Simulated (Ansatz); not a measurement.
Reaction (substitution at a C–S bond): `C=NCS[SiH3]` + H₂S → `C=NCS` + `[SiH3]S`

Isolated molecules relaxed with PBE0-D4/def2-TZVP in Ansatz; ΔE leaves out vibrations. CBS: MP2 limit from def2 TZ/QZ plus the TZ coupled-cluster correction, frozen cores. This one scheme is used for every species. DFT in def2-TZVPP. One conformer a species, not always the lowest.

```
 level  ΔE (kcal/mol)
   PBE            0.0
r2SCAN            0.6
```

Q: What does CCSD(T)/CBS give? (Best estimate.)

A: Computed: +1.1 kcal/mol. The listed levels differ from it by -1.1, -0.5 kcal/mol.

Largest T1 diagnostic among the species: 0.012.

The D4 term adds +1.9 kcal/mol with B3LYP and +1.1 kcal/mol with PBE0; it sums over pairs of atoms, weighted by their polarisabilities, and B3LYP, whose exchange is more repulsive, gets the larger term. At CCSD(T), def2-SVP lies +0.7 kcal/mol from the extrapolated value and def2-TZVPP −0.1 kcal/mol.

B3LYP here is the variant with VWN-RPA as its local correlation; programs differ in this.
